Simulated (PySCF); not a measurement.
C₃H₈OSi.
Bonds: C1–Si2, Si2–C3, C3–C4, C3–O5 (double). Hydrogens: H6, H7, H8 on C1; H9, H10 on Si2; H11, H12, H13 on C4.

Torsions of this conformer, `[CH3:1][SiH2:2][C:3]([CH3:4])=[O:5]`: C1–Si2–C3–C4 168°.

The closed-shell ground state was solved at several levels (PySCF, density fitting, gas phase, non-relativistic). Geometry: PBE0-D3(BJ)/def2-SVP, one conformer, isolated molecule.

```tsv
level	basis functions	total energy (Eh)	HOMO (eV)	LUMO (eV)	gap (eV)	dipole (D)
PBE0/def2-SVP	114	-483.2591	-6.65	-0.87	5.78	1.78
PBE0/cc-pVTZ	266	-483.5745	-6.73	-1.00	5.73	1.82
PBE0/6-31G*	90	-483.4692	-6.51	-0.68	5.83	1.73
PBE0/IGLO-III	264	-483.5845	-6.79	-1.10	5.69	1.95
PBE0/cc-pVDZ	114	-483.4995	-6.55	-0.76	5.79	1.66
PBE0/STO-3G	37	-477.7110	-3.47	2.82	6.29	1.42
B97-2/pcSseg-2	299	-483.8807	-6.54	-1.17	5.37	1.95
LC-wPBE/pcSseg-2	299	-483.7290	-9.47	1.35	10.82	2.11
PBE0/pcSseg-1	132	-483.4626	-6.79	-0.99	5.80	1.97
wB97X-D/def2-SVPD	171	-483.5573	-8.72	0.72	9.44	2.09
PBE0/aug-cc-pVDZ	191	-483.5150	-6.78	-1.09	5.69	1.96
PBE0/6-311+G(2d,p)	191	-483.5621	-6.81	-1.12	5.69	1.97
CAM-B3LYP/pcSseg-2	299	-483.8529	-8.22	0.13	8.35	2.11
```

Task: What might BHandHLYP/pcSseg-2 (299 basis functions) give for the same quantities?

Result: Total energy -483.8198 Eh, HOMO -8.20 eV, LUMO 0.15 eV, gap 8.35 eV, dipole 2.21 D.

Task: Over all these levels, which gives the widest orbital gap and which the narrowest?

Result: LC-wPBE/pcSseg-2 (range-separated hybrid) has the widest, 10.82 eV, and B97-2/pcSseg-2 (global hybrid, 21 % exact exchange) the narrowest, 5.37 eV. The two share the basis. From the narrowest to the widest the HOMO moves by -2.93 eV and the LUMO by +2.52 eV.

Task: How much does the basis alone move the frontier levels among the 9 PBE0 rows?

Result: The HOMO by 3.34 eV and the LUMO by 3.94 eV. By rising basis size (HOMO, LUMO in eV): STO-3G -3.47, 2.82; 6-31G* -6.51, -0.68; def2-SVP -6.65, -0.87; cc-pVDZ -6.55, -0.76; pcSseg-1 -6.79, -0.99; aug-cc-pVDZ -6.78, -1.09; 6-311+G(2d,p) -6.81, -1.12; IGLO-III -6.79, -1.10; cc-pVTZ -6.73, -1.00.

Task: How far do the dipole and the HOMO energy spread over the levels?

Result: The dipole runs from 1.42 to 2.21 D (mean 1.91 D) and the HOMO from -9.47 to -3.47 eV.

wB97X-D is run here without its empirical dispersion term; that term would change no orbital, density or response property at a fixed geometry.
